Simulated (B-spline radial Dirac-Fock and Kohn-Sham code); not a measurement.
# Satellites and hypersatellites of the K lines of Xe²⁺

System: Xe²⁺, 1s2 2s2 2p6 3s2 3p6 3d10 4s2 4p6 4d10 5s2 5p4.

Input file task.json (cfg lists n, l and occupation; rrms is the nuclear radius in fm):

```json
{"items": [{
  "Z": 54,
  "q": 2,
  "cfg": [[1, 0, 2], [2, 0, 2], [2, 1, 6], [3, 0, 2], [3, 1, 6], [3, 2, 10], [4, 0, 2], [4, 1, 6], [4, 2, 10], [5, 0, 2], [5, 1, 4]],
  "A": 132,
  "rrms": 4.7859,
  "do": ["binding", "quiet", "double"]
}]}
```

Run with: `python xray_run.py task.json out`

These are calculated numbers from a radial B-spline solver; the model is relaxed Dirac-Fock hole states (ΔSCF) with Breit and QED corrections and a finite nucleus. Each two-hole energy is an average over J within one jj subconfiguration, not an observable level; in light atoms, where LS coupling holds, the j-resolved values are not observed lines, and for a K spectator the Kα1 hypersatellite is nearly forbidden. No correlation.

Lines without a spectator: Kα2 (K-L2) 29456.1 eV, Kα1 (K-L3) 29776.6 eV, Kβ3 (K-M2) 33558.4 eV, Kβ1 (K-M3) 33620.6 eV. Shifts in eV with one spectator hole (a dash: not computed, or left out as unreliable):

```
spectator hole     Kα2     Kα1     Kβ3     Kβ1
        K (1s)  +635.1  +659.1  +812.6  +817.8
    L2 (2p1/2)   +71.8   +91.4       –  +190.5
    L3 (2p3/2)   +67.4   +68.5  +164.6       –
    M2 (3p1/2)       –  +11.12  +24.58  +29.69
    M3 (3p3/2)   +7.77       –  +24.48  +23.97
    M4 (3d3/2)   +1.56   -1.36       –       –
    M5 (3d5/2)   -1.99   +0.26       –       –
```
